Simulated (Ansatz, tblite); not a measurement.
Cost and result up the ladder for the cluster H₂Au₂⁺ (4 atoms). The state is a doublet with charge 1. Geometry: PBE-D4/def2-TZVP.

Cartesian coordinates in Å:
```
Au -0.519 -0.236 1.196
Au 0.520 0.345 -1.175
H 1.978 0.137 -0.689
H -1.978 -0.245 0.668
```

Ansatz on 4 threads of Arm Neoverse V2 on a shared host; xTB runs through tblite on one thread. Times are rough, summed over both states, and most runs start from the orbitals of an earlier one. CCSD(T)/def2-TZVPP serves as the yardstick here, not as an exact answer. The other state is a quartet at its own geometry.

In the def2 sets Au takes a core potential; there is no spin–orbit coupling. The xTB rows come from tblite. LC-ωPBE has ω = 0.4 bohr⁻¹. HSE06 is defined as in plane-wave codes, on full-range PBE exchange. Correlated methods freeze no core orbitals; core or outer-core shells of Au are correlated, in sets that lack core-valence functions. The structure comes from a short search, and lower isomers may exist.

xTB has no spin-polarisation term.

```csv
level,functions,quartet − doublet (eV),difference from CCSD(T)/def2-TZVPP (eV)
LC-ωPBE/def2-TZVP,92,2.51,-0.49
CCSD(T)/def2-TZVPP,140,3.00,0.00
r2SCAN0-D4/def2-TZVP,92,2.77,-0.22
MP2/def2-TZVP,92,3.27,0.27
RPA@PBE/def2-TZVP,92,2.64,-0.36
r2SCAN-D4/def2-TZVP,92,2.98,-0.02
r2SCANh-D4/def2-TZVP,92,2.90,-0.10
GFN1-xTB,22,2.54,-0.46
PBE-D4/def2-TZVP (with forces),92,2.99,-0.01
HSE06-D4/def2-TZVP,92,2.80,-0.20
BLYP-D4/def2-TZVP,92,2.90,-0.10
PBE0-D4/def2-TZVP,92,2.79,-0.20
GFN2-xTB,20,5.23,2.23
```

Problem. Estimate how long each takes.

Solution. GFN2-xTB 0.003 s; GFN1-xTB 0.006 s; MP2/def2-TZVP 1.4 s; PBE-D4/def2-TZVP (with forces) 2.4 s; HSE06-D4/def2-TZVP 2.7 s; BLYP-D4/def2-TZVP 2.7 s; RPA@PBE/def2-TZVP 3.7 s; PBE0-D4/def2-TZVP 4.2 s; LC-ωPBE/def2-TZVP 4.6 s; r2SCAN-D4/def2-TZVP 4.8 s; r2SCANh-D4/def2-TZVP 5.2 s; r2SCAN0-D4/def2-TZVP 5.3 s; CCSD(T)/def2-TZVPP 5.2 min. On shared hardware such times vary by a factor of up to 3.
